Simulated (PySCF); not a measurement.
SiBrCl3, SMILES Br[Si](Cl)(Cl)Cl.

Geometry: PBE-D3(BJ)/def2-SVP.

These are TDA-PBE/def2-SVPD run with PySCF values and carry that method's errors.

Vertical excitations; the highest root listed may be one member of a degenerate set.  State labels are in the subgroup Cs.

Computed excitation energies, oscillator strengths and character:
```json
[
 {"state": "S1", "symmetry": "A'", "energy (eV)": "5.51", "λ (nm)": "225", "f": "0.003", "main pairs": "HOMO→LUMO (degenerate set)"},
 {"state": "S2", "symmetry": "A\"", "energy (eV)": "5.51", "λ (nm)": "225", "f": "0.003", "main pairs": "HOMO−1→LUMO (degenerate set)"},
 {"state": "S3", "symmetry": "A\"", "energy (eV)": "5.84", "λ (nm)": "212", "f": "0.000", "main pairs": "HOMO−2→LUMO 99 %"},
 {"state": "S4", "symmetry": "A'", "energy (eV)": "6.45", "λ (nm)": "192", "f": "0.013", "main pairs": "HOMO−3→LUMO (degenerate set)"},
 {"state": "S5", "symmetry": "A\"", "energy (eV)": "6.45", "λ (nm)": "192", "f": "0.013", "main pairs": "HOMO−4→LUMO (degenerate set)"},
 {"state": "S6", "symmetry": "A'", "energy (eV)": "6.58", "λ (nm)": "189", "f": "0.033", "main pairs": "HOMO−5→LUMO 84 %"},
 {"state": "S7", "symmetry": "A\"", "energy (eV)": "6.77", "λ (nm)": "183", "f": "0.006", "main pairs": "HOMO−6→LUMO (degenerate set)"},
 {"state": "S8", "symmetry": "A'", "energy (eV)": "6.77", "λ (nm)": "183", "f": "0.006", "main pairs": "HOMO−7→LUMO (degenerate set)"},
 {"state": "S9", "symmetry": "A\"", "energy (eV)": "6.96", "λ (nm)": "178", "f": "0.000", "main pairs": "HOMO→LUMO+2 50 %, HOMO−1→LUMO+3 50 %"},
 {"state": "S10", "symmetry": "A'", "energy (eV)": "7.02", "λ (nm)": "177", "f": "0.000", "main pairs": "HOMO→LUMO+3 46 %, HOMO−1→LUMO+2 46 %, HOMO→LUMO+1 7 %"},
 {"state": "T1", "symmetry": "A'", "energy (eV)": "5.18", "λ (nm)": "240", "f": "0", "main pairs": "HOMO→LUMO (degenerate set)"},
 {"state": "T2", "symmetry": "A\"", "energy (eV)": "5.18", "λ (nm)": "240", "f": "0", "main pairs": "HOMO−1→LUMO (degenerate set)"},
 {"state": "T3", "symmetry": "A\"", "energy (eV)": "5.59", "λ (nm)": "222", "f": "0", "main pairs": "HOMO−2→LUMO 100 %"},
 {"state": "T4", "symmetry": "A'", "energy (eV)": "6.11", "λ (nm)": "203", "f": "0", "main pairs": "HOMO−5→LUMO 97 %"}
]
```
Triplets are in the Tamm–Dancoff approximation.
